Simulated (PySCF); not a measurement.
An excited-state job on `[H][Sn]([H])([H])[F]` (SnFH3).

Computed with TDDFT wB97X-D/def2-SVPD, vertical, gas phase, core orbitals frozen in the response, def2 core potentials past Kr (PySCF 2.14.0, density-fitted response routines). Geometry: PBE0-D3(BJ)/def2-SVP. A driver script takes a list of jobs; this job's settings line and coordinates (Å) are shown.

Command:
```bash
OMP_NUM_THREADS=1 python probes_run.py task.json out
```

Input:
```
{"job": {"kind": "uv", "xc": "wB97X-D", "basis": "def2-SVPD", "ip": true, "nstates": 10}, "charge": 0, "multiplicity": 1}
Sn    -0.000826     0.001160    -0.121958
F      0.012321    -0.017862     1.822074
H      1.645362     0.010526    -0.578542
H     -0.832533     1.431573    -0.546651
H     -0.824324    -1.425398    -0.574923
```

Output:
```
coarse grid: 20744 points
cycle   1  E = -315.1195446157  dE = -2.287e+01  |g| = 2.042e+00  |ddm| = 6.890e+00
cycle   2  E = -315.6397647100  dE = -5.202e-01  |g| = 1.356e+00  |ddm| = 5.128e+00
cycle   3  E = -315.9127586884  dE = -2.730e-01  |g| = 8.912e-02  |ddm| = 1.354e+00
cycle   4  E = -315.9128310994  dE = -7.241e-05  |g| = 9.664e-02  |ddm| = 1.331e-01
cycle   5  E = -315.9143082710  dE = -1.477e-03  |g| = 4.832e-03  |ddm| = 5.667e-02
cycle   6  E = -315.9143183420  dE = -1.007e-05  |g| = 6.379e-04  |ddm| = 9.992e-03
cycle   7  E = -315.9143186751  dE = -3.331e-07  |g| = 1.587e-04  |ddm| = 1.805e-03
final grid: 41768 points
cycle   8  E = -315.9113648409  dE = -5.316e-06  |g| = 1.013e-03  |ddm| = 3.664e-03
cycle   9  E = -315.9113648908  dE = -4.985e-08  |g| = 8.105e-04  |ddm| = 1.583e-03
cycle  10  E = -315.9113649835  dE = -9.274e-08  |g| = 2.275e-04  |ddm| = 6.815e-04
cycle  11  E = -315.9113649915  dE = -7.999e-09  |g| = 1.445e-05  |ddm| = 1.483e-04
cycle  12  E = -315.9113649916  dE = -1.184e-10  |g| = 3.894e-06  |ddm| = 3.484e-05
converged SCF energy = -315.9113649916

Static polarisability (au): isotropic 40.212, principal 37.691 41.471 41.475

Singlet excitations
state   eV       nm        f      main configurations
  1   7.1832    172.6   0.00097   H-1->L 0.82, H->L 0.15
  2   7.1844    172.6   0.00098   H->L 0.82, H-1->L 0.15
  3   8.3606    148.3   0.20374   H->L+1 0.89
  4   8.3609    148.3   0.20395   H-1->L+1 0.89
  5   8.7454    141.8   0.00000   H-1->L+2 0.48, H->L+3 0.48
  6   8.7492    141.7   0.00568   H-3->L 0.81
  7   8.7495    141.7   0.00565   H-2->L 0.81
  8   9.3334    132.8   0.05006   H->L+2 0.32, H-1->L+3 0.31, H-4->L 0.30
  9   9.5023    130.5   0.35201   H->L+3 0.40, H-1->L+2 0.40
 10   9.5023    130.5   0.35186   H-1->L+3 0.40, H->L+2 0.40

Triplet excitations (Tamm-Dancoff, eV): 6.8328 6.8349 7.2167 7.2173
```

The SCF starts on a coarse grid where the log names one; the energy can jump when the final grid takes over, and dE then counts from the start density on the new grid. H and L stand for HOMO and LUMO; the number after each pair is its weight.

How does the lowest singlet excitation compare with the HOMO–LUMO gap?

HOMO -11.31 eV and LUMO 0.82 eV give a gap of 12.13 eV; S1 at 7.18 eV lies 4.95 eV below it.

Give the mean polarisability as a volume in Å³, and the ratio of the largest to the smallest principal value.

40.212 au × 0.148185 = 5.96 Å³; 41.475/37.691 = 1.10.

In short: HOMO -11.31 eV, LUMO 0.82 eV; lowest singlet 7.18 eV; lowest triplet 6.83 eV (Tamm–Dancoff); mean polarisability 40.2 au.

Atoms past krypton carry effective core potentials; spin–orbit coupling is left out.

Time: 10 s of wall time (grids of density and orbitals included). Hardware: one thread of an x86-64 server, no GPU, on a shared host.
Labels such as C1 count atoms from 1, the log's own numbers from 0.

Note: wB97X-D ran without an empirical dispersion term, which enters the total energy and its gradient alone.
